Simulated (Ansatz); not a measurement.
The same path of C2H8BrNSi (13 atoms, charge 0, multiplicity 1) was run twice with different band settings. The coordinate that changes most is the height of N3 over the plane of its neighbours.

These are results of Ansatz 0.2.0, RKS PBE0/def2-SVP, not measurements.

Relaxed end points:

```xyz
13
Properties=species:S:1:pos:R:3
C -1.396 0.192 -0.573
C -0.084 -0.430 -0.105
N -0.200 -0.865 1.276
Si 1.293 0.863 -0.215
Br 3.187 -0.042 0.576
H -2.211 -0.551 -0.532
H -1.335 0.550 -1.613
H -1.688 1.032 0.076
H 0.185 -1.242 -0.818
H 0.665 -1.296 1.598
H -0.933 -1.568 1.370
H 1.547 1.255 -1.633
H 0.990 2.067 0.608
```

```xyz
13
Properties=species:S:1:pos:R:3
C -1.432 0.108 -0.643
C -0.107 -0.489 -0.183
N -0.271 -1.152 1.105
Si 1.264 0.831 -0.172
Br 3.152 -0.134 0.561
H -2.211 -0.671 -0.638
H -1.364 0.527 -1.659
H -1.768 0.914 0.031
H 0.197 -1.258 -0.917
H 0.606 -1.574 1.409
H -0.532 -0.479 1.825
H 1.561 1.432 -1.507
H 0.925 1.911 0.804
```

Common settings: movable images 5; climbing image yes; spring 5.0 eV/Å²; optimiser quadratic models (default); force threshold 0.05 eV/Å; iteration limit 60; end points relaxed.

| run | start path |
| --- | --- |
| 1 | through a guess of the saddle point |
| 2 | straight line |

**Question.** What does each run give, and how far can it be trusted?

**Answer.** Run 1: converged after 12 iterations, highest image 0.204 eV above the first end. A vibrational analysis at the climbing image gives one clearly imaginary mode, 628i cm⁻¹: a first-order saddle point.
Run 2: converged after 8 iterations, highest image 0.204 eV above the first end. Another band between the same ends (5 images) ends at a top of the same energy, where a vibrational analysis finds 1 clearly imaginary mode.
